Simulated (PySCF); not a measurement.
Cl₃H₃OSi₂, SMILES Cl[SiH2]O[SiH](Cl)Cl.

Coordinates come from a B3LYP-D3(BJ)/def2-SVP optimisation. This is a generated structure with no PubChem entry under its InChIKey; it may be hypothetical. The values are those of a single conformer.

Method: TDDFT-PBE/def2-SVPD run with PySCF.

Vertical excitations. 

Problem. Give excitation energies, oscillator strengths and character. (Estimate from the structure and the level; the computed values follow.)

Solution. 
| state | energy (eV) | λ (nm) | f | main pairs |
|---|---|---|---|---|
| S1 | 6.71 | 185 | 0.003 | HOMO→LUMO 98 % |
| S2 | 6.86 | 181 | 0.002 | HOMO→LUMO+1 85 % |
| S3 | 6.97 | 178 | 0.004 | HOMO→LUMO+2 85 % |
| S4 | 7.03 | 176 | 0.002 | HOMO−1→LUMO 88 % |
| S5 | 7.13 | 174 | 0.012 | HOMO−2→LUMO 58 %, HOMO−1→LUMO+1 27 % |
| S6 | 7.15 | 174 | 0.005 | HOMO−1→LUMO+1 42 %, HOMO−1→LUMO+2 39 %, HOMO−2→LUMO 11 % |
| S7 | 7.25 | 171 | 0.014 | HOMO−3→LUMO 31 %, HOMO−1→LUMO+2 31 %, HOMO−4→LUMO 9 %, HOMO−2→LUMO+1 7 % |
| S8 | 7.30 | 170 | 0.010 | HOMO−2→LUMO+1 61 %, HOMO−3→LUMO 10 %, HOMO−4→LUMO 9 % |
| S9 | 7.33 | 169 | 0.005 | HOMO−3→LUMO+1 49 %, HOMO−2→LUMO+2 19 %, HOMO−3→LUMO 15 % |
| S10 | 7.36 | 168 | 0.027 | HOMO−2→LUMO+2 53 %, HOMO−3→LUMO+1 16 %, HOMO−4→LUMO 13 % |
| T1 | 6.58 | 189 | 0 | HOMO→LUMO 91 % |
| T2 | 6.64 | 187 | 0 | HOMO→LUMO+1 57 %, HOMO→LUMO+2 37 % |
| T3 | 6.75 | 184 | 0 | HOMO−1→LUMO 37 %, HOMO→LUMO+2 36 %, HOMO→LUMO+1 18 % |
| T4 | 6.82 | 182 | 0 | HOMO−1→LUMO 52 %, HOMO→LUMO+2 23 %, HOMO→LUMO+1 17 % |
Triplets are in the Tamm–Dancoff approximation, which puts them higher than full response would, so one can lie above its singlet here.
